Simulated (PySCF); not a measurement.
F4Te, SMILES F[Te+](F)(F)F, charge +1, multiplicity 2.

The structure is a stationary point at PBE0-D3(BJ)/def2-SVP. The def2 effective core potentials stand for the cores of Te; spin–orbit coupling is left out.

All values below come from TDA-PBE/def2-SVPD (PySCF).

Vertical excitations. The molecule is in vacuum.

```csv
state,energy (eV),λ (nm),f,main pairs
root 1,2.04,609,0.000,β HOMO→LUMO 100 %
root 2,2.13,583,0.001,β HOMO−1→LUMO 98 %
root 3,2.25,550,0.002,β HOMO−2→LUMO 99 %
root 4,2.44,509,0.001,β HOMO−3→LUMO 100 %
root 5,2.58,481,0.001,β HOMO−4→LUMO 100 %
root 6,2.89,429,0.000,β HOMO−6→LUMO 100 %
root 7,3.15,393,0.009,β HOMO−7→LUMO 95 %
root 8,3.16,392,0.029,β HOMO−5→LUMO 91 %
root 9,4.98,249,0.001,β HOMO−8→LUMO 90 %
root 10,5.23,237,0.000,"α HOMO→LUMO 12 %, β HOMO−9→LUMO 85 %"
```
Unrestricted roots are not spin-pure.
